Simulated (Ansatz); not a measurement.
Species: H2SiOF, charge 0, doublet. H2SiOF (SMILES O[SiH]F, doublet).
B3LYP-D3(BJ)/def2-TZVP minimum from Ansatz (a quantum-chemistry and plane-wave program):
```
Si
F 1 1.6111
O 1 1.6426 2 110.34
H 3 0.9612 1 119.95 2 61.69
H 1 1.4882 2 107.50 3 -114.07
```
Charge 0, spin multiplicity 2.

Total energies in hartree (Ansatz). UHF or UKS for unpaired electrons; spin-orbit terms are left out. Cores are frozen in correlated methods. No relativity. Where a partner has so few electrons that a lower coupled-cluster level is exact, that level stands in.

```tsv
species	HF/cc-pV(T+d)Z	CCSD(T)/cc-pV(T+d)Z	HF/cc-pV(Q+d)Z	CCSD(T)/cc-pV(Q+d)Z	CCSD(T)/cc-pV(D+d)Z	CCSDT(Q)/cc-pV(D+d)Z
1: H2SiOF (SMILES O[SiH]F, doublet)	-464.55911	-465.18370	-464.58015	-465.25509	-464.94957	-464.95138
2: O (triplet)	-74.81176	-74.97396	-74.81729	-74.99357	-74.90995	-74.91013
3: Si (triplet)	-288.85649	-288.93344	-288.85845	-288.93781	-288.91643	-288.91690
4: F (doublet)	-99.40552	-99.62036	-99.41377	-99.65026	-99.52757	-99.52776
5: H (doublet)	-0.49981	-0.49981	-0.49995	-0.49995	-0.49928	-0.49928
```

Work out the atomisation energy (electronic, to ground-state atoms) in kJ/mol: take Hartree-Fock from cc-pV(Q+d)Z, extrapolate the CCSD(T) correlation energy as X^-3 (X = 3, 4), and add CCSDT(Q) - CCSD(T) in cc-pV(D+d)Z. 1 hartree = 2625.5 kJ/mol.


Species 1: correlation (64·(-0.67494) - 27·(-0.62459))/37 = -0.71168; step -0.00181; E1 = -464.58015 + (-0.71168) + (-0.00181) = -465.29364
Species 2: correlation (64·(-0.17628) - 27·(-0.16220))/37 = -0.18655; step -0.00018; E2 = -74.81729 + (-0.18655) + (-0.00018) = -75.00402
Species 3: correlation (64·(-0.07936) - 27·(-0.07695))/37 = -0.08112; step -0.00047; E3 = -288.85845 + (-0.08112) + (-0.00047) = -288.94004
Species 4: correlation (64·(-0.23649) - 27·(-0.21484))/37 = -0.25229; step -0.00019; E4 = -99.41377 + (-0.25229) + (-0.00019) = -99.66625
Species 5: correlation (64·(0.00000) - 27·(0.00000))/37 = 0.00000; step +0.00000; E5 = -0.49995 + (0.00000) + (+0.00000) = -0.49995
-1·E1 +1·E2 +1·E3 +1·E4 +2·E5 = 0.68343 hartree = 1794.3 kJ/mol.
